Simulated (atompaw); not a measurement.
Reading a pseudo-wave (Zn (Z = 30))

Columns: radius, all-electron u(r) and pseudo u(r) of the 3p shell (level -88.03 eV) of zinc in the configuration [Ne] 3s2 3p6 3d10 4s1.5 4p0; PBE, scalar-relativistic, PAW (atompaw) scheme, atompaw 4.2.0.5.

```tsv
r (bohr)	all-electron	pseudo
0.094	-0.6346	0.0479
0.188	-0.4303	0.1822
0.283	0.2451	0.3789
0.377	0.8189	0.5966
0.471	1.1513	0.7974
0.565	1.2714	0.9479
0.660	1.2497	1.0277
0.754	1.1504	1.0306
0.848	1.0169	0.9685
0.942	0.8751	0.8628
1.037	0.7381	0.7371
1.131	0.6154	0.6155
1.225	0.5083	0.5083
1.319	0.4167	0.4167
1.413	0.3399	0.3399
1.508	0.2754	0.2754
1.602	0.2228	0.2228
1.696	0.1798	0.1798
1.790	0.1447	0.1447
1.885	0.1160	0.1160
1.979	0.0931	0.0931
2.073	0.0746	0.0746
2.167	0.0597	0.0597
2.262	0.0476	0.0476
2.356	0.0380	0.0380
2.450	0.0303	0.0303
```

Q: How many radial nodes do the two functions have?

A: The all-electron 3p function has n − l − 1 = 1; the pseudo-wave has 0, since the states of the same l below it are removed with the core.

Q: At about which radius was the pseudo-wave matched?

A: 1.20 bohr, where the columns begin to agree (steps of 0.09 bohr).

Q: Where does each function peak?

A: Outermost all-electron maximum near 0.56 bohr, pseudo maximum near 0.75 bohr (to the table’s step).

Q: Is the pseudo-wave norm-conserving?

A: No, it belongs to a PAW set: the norm inside the radius is not constrained, and the difference is carried by the augmentation charge.
